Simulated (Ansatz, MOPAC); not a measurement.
**A ladder of methods for SiBrCl3 (bromotrichlorosilane)**

SiBrCl3, singlet, SMILES `Cl[Si](Cl)(Cl)Br`. Each level relaxes the structure for itself.

Each level gives the highest harmonic wavenumber at each level's own minimum (cm⁻¹). The values are calculated.

| level | kind | program | value (cm⁻¹) |
| --- | --- | --- | --- |
| MNDO | semi-empirical | MOPAC | 619 |
| PM6-D3 | semi-empirical | MOPAC | 557 |
| PM6-D3H4 | semi-empirical | MOPAC | 559 |
| PM7- | semi-empirical | MOPAC | 606 |
| HF/STO-3G | Hartree–Fock | Ansatz | 704 |
| HF/3-21G | Hartree–Fock | Ansatz | 569 |
| HF/6-31G* (Cartesian functions) | Hartree–Fock | Ansatz | 648 |
| PBE/def2-SVP | GGA | Ansatz | 607 |
| PBE0-D4/def2-TZVP | global hybrid | Ansatz | 619 |
| B3LYP/6-31G* (Cartesian functions) | global hybrid | Ansatz | 600 |

All-electron rows without a relativistic Hamiltonian named are non-relativistic. Harmonic and unscaled. The values span 557 to 704 cm⁻¹. Without the sets that lack polarisation functions the rows with a basis span only 600 to 648 cm⁻¹.
